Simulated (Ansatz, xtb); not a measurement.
Isomers of C4H6F2SeSi in order of energy

3 gas-phase structures of C4H6F2SeSi, from a drawn sample of its isomers (lower ones may exist). Each was relaxed with GFN2-xTB; where two conformers were screened, the lower at r2SCAN-D4/def2-SVP is listed:

A. `F[SiH](F)[C@@H]1C=C[Se]C1`, a singlet
B. `F[Si]1(F)C=CCC[Se]1`, a singlet
C. `FC1=C[Se]C[Si@H](F)C1`, a singlet

Task: Estimate their order in r2SCAN-D4/def2-SVP energy at these geometries, lowest first.

Result: Calculated order at r2SCAN-D4/def2-SVP: B (0.0), A (26.3), C (60.1) kcal/mol.

Energies above the lowest of each column, in kcal/mol; the last columns are at B3LYP-D3(BJ)/def2-SVP geometries:

```json
{"structure": "B", "GFN2-xTB": "0.0", "HF/STO-3G": "0.0", "r2SCAN-D4/def2-SVP": "0.0", "B3LYP-D3(BJ)/def2-SVP": "0.0", "CCSD(T)/def2-SVP + ΔMP2/def2-TZVPP": "0.0"}
{"structure": "A", "GFN2-xTB": "9.0", "HF/STO-3G": "25.0", "r2SCAN-D4/def2-SVP": "26.3", "B3LYP-D3(BJ)/def2-SVP": "24.8", "CCSD(T)/def2-SVP + ΔMP2/def2-TZVPP": "22.3"}
{"structure": "C", "GFN2-xTB": "53.0", "HF/STO-3G": "28.0", "r2SCAN-D4/def2-SVP": "60.1", "B3LYP-D3(BJ)/def2-SVP": "58.7", "CCSD(T)/def2-SVP + ΔMP2/def2-TZVPP": "64.6"}
```

Every level run on B puts it lowest or level with the lowest. Flexible structures stand in one conformer each, not always the lowest. ΔMP2 is the change of the MP2 energy from the smaller to the larger basis.

Programs: Ansatz 0.2.0, xtb 6.7.1.
